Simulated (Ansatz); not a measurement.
A series at W: from `[OH][W]([OH])([OH])([Cl])([Cl])[Cl]`, ligands are replaced one by one, each step taking up HCl and setting free H₂O; n counts the steps. Ansatz, PBE0-D4/def2-TZVP geometries. Each molecule was computed in one conformer, which needn't be the lowest.

```csv
n,molecule,"HOMO energy, ωB97M-V/def2-TZVPP (eV)"
0,`[OH][W]([OH])([OH])([Cl])([Cl])[Cl]`,-10.78
1,`[OH][W]([OH])([Cl])([Cl])([Cl])[Cl]`,-10.85
2,`[OH][W]([Cl])([Cl])([Cl])([Cl])[Cl]`,?
3,`[Cl][W]([Cl])([Cl])([Cl])([Cl])[Cl]`,-11.34
```

**Question.** By hand: fit a straight line y = ȳ + b (n − n̄) to the 3 given rows and predict n = 2.

**Answer.** n̄ = 1.333, ȳ = -10.990; Σ(n − n̄)(y − ȳ) = -0.910, Σ(n − n̄)² = 4.667, so b = -0.195 eV a step. Prediction: -10.990 + (-0.195) × (0.667) = -11.12 eV.

**Question.** By hand: compare with the computed value, -11.09 eV, and give the steps along the whole series.

**Answer.** The line misses by 0.03 eV (computed minus predicted). Steps: -0.07, -0.24, -0.25 eV.

The steps grow at each stage, from -0.07 to -0.25 eV, so the series is curved. The highest orbital can change its character along such a series. The miss is 5.4 % of the series' range.
